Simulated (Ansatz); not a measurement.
`C[O][W]([OH])([Cl])([O]C)([O]C)[O]C`. Total charge 0; spin multiplicity 1. W takes the def2 core potential. Geometry: relaxed with PBE0-D4/def2-TZVP. It is one conformer, not always the lowest.

```xyz
24

C     0.399    2.840    0.809
O    -0.462    1.744    0.689
W    -0.349   -0.018    0.110
O     0.237   -0.683    1.811
Cl   -0.059   -2.365   -0.535
O    -2.090   -0.456    0.591
C    -2.753   -1.377    1.395
O    -0.746    0.256   -1.685
C    -0.306   -0.141   -2.945
O     1.484    0.187   -0.320
C     2.666   -0.422    0.090
H    -0.023    3.689    0.264
H     1.384    2.594    0.399
H     0.498    3.107    1.864
H     0.523   -1.596    1.883
H    -2.244   -1.459    2.362
H    -2.753   -2.355    0.904
H    -3.782   -1.046    1.549
H    -0.500   -1.209   -3.083
H     0.770    0.038   -3.033
H    -0.840    0.434   -3.705
H     2.698   -1.451   -0.286
H     3.519    0.132   -0.310
H     2.727   -0.442    1.184
```

(1) What is the dipole moment at B3LYP/def2-TZVPP? (An estimate is asked.)

(2) And with PBE, r2SCAN, ωB97M-V? (An estimate is asked.)

(3) Give the Mulliken charges with B3LYP, r2SCAN, PBE in def2-TZVPP. (Estimate.)

Results:

(1) Ansatz gave: 2.17 D, with components (0.97, 1.93, 0.26) D in this frame, pointing from negative to positive charge.

(2) The calculation gave: PBE 2.17 D, r2SCAN 2.23 D, ωB97M-V 2.19 D.

(3) The calculation gave: 
```json
{"atom": "C1", "B3LYP": "-0.11", "r2SCAN": "0.01", "PBE": "-0.12"}
{"atom": "O2", "B3LYP": "-0.32", "r2SCAN": "-0.32", "PBE": "-0.23"}
{"atom": "W3", "B3LYP": "1.05", "r2SCAN": "1.03", "PBE": "0.71"}
{"atom": "O4", "B3LYP": "-0.39", "r2SCAN": "-0.40", "PBE": "-0.33"}
{"atom": "Cl5", "B3LYP": "-0.44", "r2SCAN": "-0.45", "PBE": "-0.41"}
{"atom": "O6", "B3LYP": "-0.28", "r2SCAN": "-0.29", "PBE": "-0.20"}
{"atom": "C7", "B3LYP": "-0.11", "r2SCAN": "0.00", "PBE": "-0.12"}
{"atom": "O8", "B3LYP": "-0.30", "r2SCAN": "-0.30", "PBE": "-0.21"}
{"atom": "C9", "B3LYP": "-0.10", "r2SCAN": "0.02", "PBE": "-0.11"}
{"atom": "O10", "B3LYP": "-0.35", "r2SCAN": "-0.35", "PBE": "-0.26"}
{"atom": "C11", "B3LYP": "-0.12", "r2SCAN": "-0.01", "PBE": "-0.13"}
{"atom": "H12", "B3LYP": "0.12", "r2SCAN": "0.07", "PBE": "0.11"}
{"atom": "H13", "B3LYP": "0.10", "r2SCAN": "0.06", "PBE": "0.09"}
{"atom": "H14", "B3LYP": "0.12", "r2SCAN": "0.07", "PBE": "0.11"}
{"atom": "H15", "B3LYP": "0.18", "r2SCAN": "0.20", "PBE": "0.18"}
{"atom": "H16", "B3LYP": "0.10", "r2SCAN": "0.07", "PBE": "0.09"}
{"atom": "H17", "B3LYP": "0.11", "r2SCAN": "0.08", "PBE": "0.11"}
{"atom": "H18", "B3LYP": "0.11", "r2SCAN": "0.07", "PBE": "0.11"}
{"atom": "H19", "B3LYP": "0.11", "r2SCAN": "0.08", "PBE": "0.11"}
{"atom": "H20", "B3LYP": "0.10", "r2SCAN": "0.06", "PBE": "0.10"}
{"atom": "H21", "B3LYP": "0.11", "r2SCAN": "0.07", "PBE": "0.11"}
{"atom": "H22", "B3LYP": "0.11", "r2SCAN": "0.08", "PBE": "0.11"}
{"atom": "H23", "B3LYP": "0.11", "r2SCAN": "0.06", "PBE": "0.10"}
{"atom": "H24", "B3LYP": "0.10", "r2SCAN": "0.07", "PBE": "0.09"}
```

B3LYP here is the variant with VWN-RPA as its local correlation; programs differ in this.
